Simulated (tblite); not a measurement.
Species: C7H8NS (doublet state).
Bonds: N1–C2, C2–C3, C3–C4 (aromatic), C4–C5 (aromatic), C5–C6 (aromatic), C6–C7 (aromatic), C7–C8 (aromatic), C8–S9, C3–C8 (aromatic). Hydrogens: H10, H11 on N1; H12, H13 on C2; H14 on C4; H15 on C5; H16 on C6; H17 on C7.
Bond orders are those of one Lewis drawing.

Computed with GFN2-xTB (tblite), gas phase: L-BFGS steps from a force-field or distance-geometry start until the largest atomic force falls under 0.01 eV/Å.

Step 0: E = -684.9148 eV
```
atom  x, y, z in Å  |  force x, y, z in eV/Å
N1     -2.6339    0.3533    0.6454    1.188   1.150   0.284
C2     -1.8290    0.4159   -0.5812    0.382  -0.416   0.484
C3     -0.3564    0.1082   -0.2925   -0.135  -0.327  -0.725
C4      0.1920   -1.0422   -0.8770    0.445   0.240   0.535
C5      1.5298   -1.3924   -0.6538   -0.533   0.296  -0.121
C6      2.3321   -0.5760    0.1226    0.031   0.481   0.389
C7      1.8056    0.5798    0.7009    0.399  -0.309  -0.018
C8      0.4706    0.9278    0.5050   -0.544   0.765   0.374
S9     -0.1137    2.4310    1.3215    0.308  -1.340  -0.771
H10    -2.2775    1.1595    1.1939   -0.694  -0.208  -0.117
H11    -2.2950   -0.4290    1.1947   -0.298  -0.459  -0.061
H12    -1.9272    1.3874   -1.0524   -0.065   0.335   0.125
H13    -2.2390   -0.3151   -1.2711    0.071  -0.267  -0.162
H14    -0.4201   -1.6995   -1.4867    0.027   0.252   0.121
H15     1.9362   -2.2800   -1.1104   -0.006  -0.052  -0.004
H16     3.3755   -0.8268    0.3069   -0.298   0.046  -0.088
H17     2.4426    1.2102    1.3242   -0.279  -0.190  -0.244
```

Problem. Estimate the geometry and energy of step 1. (The exact step hangs on the optimiser's Hessian estimate; all steps are aligned on step 0, rigid shifts and turns removed.)

Solution. E = -685.0124 eV, largest force 1.156 eV/Å
```
atom  x, y, z in Å  |  force x, y, z in eV/Å
N1     -2.6169    0.3697    0.6494    0.713  -0.072   0.060
C2     -1.8235    0.4100   -0.5743    0.206  -0.011  -0.029
C3     -0.3584    0.1035   -0.3029    0.152   0.299  -0.092
C4      0.1984   -1.0388   -0.8693   -0.079  -0.115   0.051
C5      1.5222   -1.3882   -0.6556    0.243   0.153   0.079
C6      2.3325   -0.5691    0.1282   -0.118   0.019   0.024
C7      1.8113    0.5753    0.7007   -0.251   0.079   0.013
C8      0.4629    0.9387    0.5103   -0.185   0.026  -0.035
S9     -0.1093    2.4118    1.3105    0.183  -0.983  -0.581
H10    -2.2874    1.1566    1.1922   -0.291   0.482   0.336
H11    -2.2992   -0.4356    1.1938   -0.386  -0.118  -0.170
H12    -1.9281    1.3922   -1.0506    0.006   0.018   0.228
H13    -2.2380   -0.3189   -1.2734    0.082  -0.157   0.011
H14    -0.4197   -1.6959   -1.4850    0.128   0.318   0.208
H15     1.9362   -2.2808   -1.1104   -0.096   0.116   0.071
H16     3.3713   -0.8261    0.3057   -0.172   0.025  -0.058
H17     2.4386    1.2075    1.3208   -0.139  -0.079  -0.115
```

The energy changes by -0.0976 eV. The first-order estimate −F·Δx gives -0.1504 eV and the mean of the old and new forces, exact on a quadratic surface, -0.0970 eV. The step makes an angle of 0° with the force vector and moves no atom by more than 0.024 Å.

What follows is the cost of the whole relaxation. Time: 0.34 s wall. Hardware: one thread of an Arm Neoverse V1, shared host with 32 logical CPUs at a one-minute load of 10.
